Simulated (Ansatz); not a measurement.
Consider the isomerisation: `CB[SiH2]BC` → `CCBB[SiH3]`.

Isolated molecules relaxed with PBE0-D4/def2-TZVP in Ansatz; ΔE leaves out vibrations. CCSD(T)/CBS adds triple-zeta CCSD(T) − MP2 to the extrapolated MP2 energy (def2 sets, frozen cores). Functionals use def2-TZVPP. B3LYP here is the variant with VWN-RPA as its local correlation; programs differ in this. Each species was taken in one conformer, which may not be the lowest.

```
             level  ΔE (eV)
            PBE-D4     0.42
           ωB97X-V     0.36
           ωB97M-V     0.38
              PBE0     0.40
             B3LYP     0.36
SCS-MP2/def2-QZVPP     0.37
      HF/CBS(def2)     0.30
    CCSD/CBS(def2)     0.38
```

(1) What does CCSD(T)/CBS give? (An estimate is asked.)

Largest T1 diagnostic among the species: 0.013.

## Answers

(1) The calculation gave: +0.40 eV. The listed levels differ from it by 0.02, -0.04, -0.02, 0.00, -0.04, -0.03, -0.10, -0.02 eV.

In def2-TZVPP, CCSD(T) changes the Hartree–Fock value by +0.09 eV (the triples alone add +0.02 eV) and MP2 by +0.10 eV.
